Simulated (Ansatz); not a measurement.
Reaction (ligand exchange at the Si–N bond): `N[SiH](N)O` + HBr → `N[SiH](O)Br` + NH₃

Gas-phase electronic energies from Ansatz, PBE0-D4/def2-TZVP geometries. CCSD(T)/CBS adds triple-zeta CCSD(T) − MP2 to the extrapolated MP2 energy (def2 sets, frozen cores). This one scheme is used for every species. Functionals use def2-TZVPP. B3LYP here is the variant with VWN-RPA as its local correlation; programs differ in this. HSE06 is defined as in plane-wave codes. For Br outer-core shells are correlated without core-valence functions, which leaves a few kJ/mol of doubt a bond. Scalar relativity is left out up to krypton. Each species was taken in one conformer, which may not be the lowest.

`N[SiH](N)O`:

Z-matrix (Å, degrees):
```
Si
N 1 1.706
O 1 1.648 2 119.3
N 1 1.713 2 104.7 3 119.0
H 1 1.482 2 106.1 3 -114.4
H 2 1.007 1 121.6 3 -73.1
H 2 1.006 1 120.9 3 78.5
H 3 0.959 1 116.3 2 67.1
H 4 1.007 1 119.8 2 -170.5
H 4 1.007 1 119.6 2 45.7
```

HBr:

```xyz
2

Br   -0.529    0.473    0.034
H     0.529   -0.473   -0.034
```

`N[SiH](O)Br`:

```xyz
8

N    -0.992    0.523   -0.465
Si    0.478    0.102    0.276
O     0.382   -1.355    1.004
Br    1.965    0.135   -1.381
H    -1.008    1.053   -1.320
H    -1.839    0.627    0.070
H     0.983    0.992    1.338
H     0.032   -2.078    0.479
```

NH₃:

Cartesian coordinates in Å:
```
N 0.142 -0.042 0.240
H 0.743 0.306 -0.497
H -0.282 -0.896 -0.101
H -0.604 0.633 0.358
```

Q: Is it downhill or uphill in electronic energy at CCSD(T)/CBS, and by how much? (An estimate is asked.)

A: Ansatz gave: Downhill: ΔE = -38.7 kJ/mol.

Q: What do these levels give: B97M-V, B3LYP-D4, HSE06-D4, BHLYP-D4, ωB97M-V, r2SCAN, r2SCAN0, HSE06, LC-ωPBE, RPA@PBE/def2-TZVPP, HF/def2-SVP, SCS-MP2/def2-TZVPP? (Estimate.)

A: Ansatz gave: B97M-V -36.9, B3LYP-D4 -36.3, HSE06-D4 -42.1, BHLYP-D4 -37.2, ωB97M-V -37.4, r2SCAN -39.7, r2SCAN0 -39.6, HSE06 -41.2, LC-ωPBE -35.8, RPA@PBE/def2-TZVPP -30.4, HF/def2-SVP -33.6, SCS-MP2/def2-TZVPP -35.3 kJ/mol.

Q: What do rigid-rotor, harmonic-oscillator terms from PBE0-D4/def2-TZVP frequencies (298.15 K, 1 bar) make of the CCSD(T)/CBS value? (An estimate is asked.)

A: Computed: ΔZPE = +7.7 kJ/mol, ΔH = -30.0 kJ/mol, ΔS = 10 J/(mol·K), ΔG = -33.0 kJ/mol.

Largest T1 diagnostic among the species: 0.010.

Leaving LDA and LC-ωPBE aside and taking each functional with its dispersion term where it has one, the values, not all of them listed here, spread over 10.8 kJ/mol, from HSE06-D4 to CAM-B3LYP-D4. LDA lies +8.5 kJ/mol from PBE without D4. At CCSD(T), def2-SVP lies +6.9 kJ/mol from the extrapolated value and def2-TZVPP +5.2 kJ/mol.
